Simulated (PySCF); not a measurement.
OSn, charge +1, doublet, geometry from GFN2-xTB (such geometries of metal compounds can be far from the true shape) (a state made from the parent by changing its charge; the spin is typed, not shown lowest) (all electrons, no relativity); PySCF with BLYP/STO-3G.

The PySCF input:
```python
from pyscf import gto, scf, dft

mol = gto.Mole()
mol.atom = '''
    Sn   -0.00000000   -0.00000000   -0.26509703
    O     0.00000000    0.00000000    1.65685642
'''
mol.basis = 'sto-3g'
mol.charge = 1
mol.spin = 1
mol.verbose = 4
mol.build()

mf = dft.UKS(mol)
mf.xc = 'blyp'
mf.kernel()
```

**Question.** What does PySCF print? Leave out banner, timings and long lists.

**Answer.** 
```
PySCF version 2.14.0

[INPUT] verbose = 4
[INPUT] num. atoms = 2
[INPUT] num. electrons = 57
[INPUT] charge = 1
[INPUT] spin (= nelec alpha-beta = 2S) = 1
[INPUT] symmetry False subgroup None
[INPUT] Mole.unit = angstrom
[INPUT] Symbol           X                Y                Z      unit          X                Y                Z       unit  Magmom
[INPUT]  1 Sn     0.000000000000   0.000000000000  -0.265097030000 AA    0.000000000000   0.000000000000  -0.500960783136 Bohr   0.0
[INPUT]  2 O      0.000000000000   0.000000000000   1.656856420000 AA    0.000000000000   0.000000000000   3.131004861527 Bohr   0.0

nuclear repulsion = 110.133200347802
number of shells = 14
number of NR pGTOs = 96
number of NR cGTOs = 32
basis = sto-3g
ecp = {}

******** <class 'pyscf.dft.uks.UKS'> ********
method = UKS
initial guess = minao
damping factor = 0
level_shift factor = 0
DIIS = <class 'pyscf.scf.diis.CDIIS'>
diis_start_cycle = 1
diis_space = 8
diis_damp = 0
SCF conv_tol = 1e-09
SCF conv_tol_grad = None
SCF max_cycles = 50
direct_scf = True
direct_scf_tol = 1e-13
number electrons alpha = 29  beta = 28
XC library pyscf.dft.libxc version 7.1.2
    S. Lehtola, C. Steigemann, M. J. T. Oliveira, and M. A. L. Marques,  SoftwareX 7, 1–5 (2018)
XC functionals = blyp
    A. D. Becke,  Phys. Rev. A 38, 3098 (1988)
    C. Lee, W. Yang, and R. G. Parr,  Phys. Rev. B 37, 785 (1988)
    B. Miehlich, A. Savin, H. Stoll, and H. Preuss,  Chem. Phys. Lett. 157, 200 (1989)
radial grids:
    Treutler-Ahlrichs [JCP 102, 346 (1995); DOI:10.1063/1.469408] (M4) radial grids

becke partition: Becke, JCP 88, 2547 (1988); DOI:10.1063/1.454033
pruning grids: <function nwchem_prune>
grids dens level: 3
symmetrized grids: False
atomic radii adjust function: <function treutler_atomic_radii_adjust>
small_rho_cutoff = 0
Set gradient conv threshold to 3.16228e-05
tot grids = 36040
init E= -6023.02677241357

cycle= 1 E= -6038.98048821638  delta_E=  -16  |g|= 0.344  |ddm|= 1.61
cycle= 2 E= -6034.81632786034  delta_E= 4.16  |g|= 1.83  |ddm|= 2.84
cycle= 3 E= -6038.9868947281  delta_E= -4.17  |g|= 0.327  |ddm|= 2.87
cycle= 4 E= -6038.97396446747  delta_E= 0.0129  |g|= 0.346  |ddm|= 0.0474
cycle= 5 E= -6038.96547212628  delta_E= 0.00849  |g|= 0.36  |ddm|= 0.0571
cycle= 6 E= -6038.96908549605  delta_E= -0.00361  |g|= 0.355  |ddm|= 0.02
cycle= 7 E= -6038.9714454054  delta_E= -0.00236  |g|= 0.349  |ddm|= 0.0976
cycle= 8 E= -6038.97424919871  delta_E= -0.0028  |g|= 0.345  |ddm|= 0.0242
cycle= 9 E= -6038.93520765311  delta_E= 0.039  |g|=  0.4  |ddm|= 0.0968
cycle= 10 E= -6038.91775211638  delta_E= 0.0175  |g|= 0.421  |ddm|= 0.0388
cycle= 11 E= -6038.99787419497  delta_E= -0.0801  |g|= 0.305  |ddm|= 0.196
cycle= 12 E= -6039.04008581104  delta_E= -0.0422  |g|= 0.203  |ddm|= 0.141
cycle= 13 E= -6039.07023802286  delta_E= -0.0302  |g|= 0.0133  |ddm|= 0.239
cycle= 14 E= -6039.07034473523  delta_E= -0.000107  |g|= 0.0101  |ddm|= 0.0324
cycle= 15 E= -6039.07043222856  delta_E= -8.75e-05  |g|= 0.00164  |ddm|= 0.0152
cycle= 16 E= -6039.07045926387  delta_E= -2.7e-05  |g|= 0.00315  |ddm|= 0.0265
cycle= 17 E= -6039.07046982475  delta_E= -1.06e-05  |g|= 0.00032  |ddm|= 0.0135
cycle= 18 E= -6039.07046989364  delta_E= -6.89e-08  |g|= 7.44e-06  |ddm|= 0.000391
cycle= 19 E= -6039.07046989369  delta_E= -4.27e-11  |g|= 1.43e-06  |ddm|= 1.17e-05
Extra cycle  E= -6039.0704698936  delta_E= 9e-11  |g|= 1.16e-05  |ddm|= 1.51e-05
converged SCF energy = -6039.0704698936  <S^2> = 0.75923507  2S+1 = 2.0092138
```
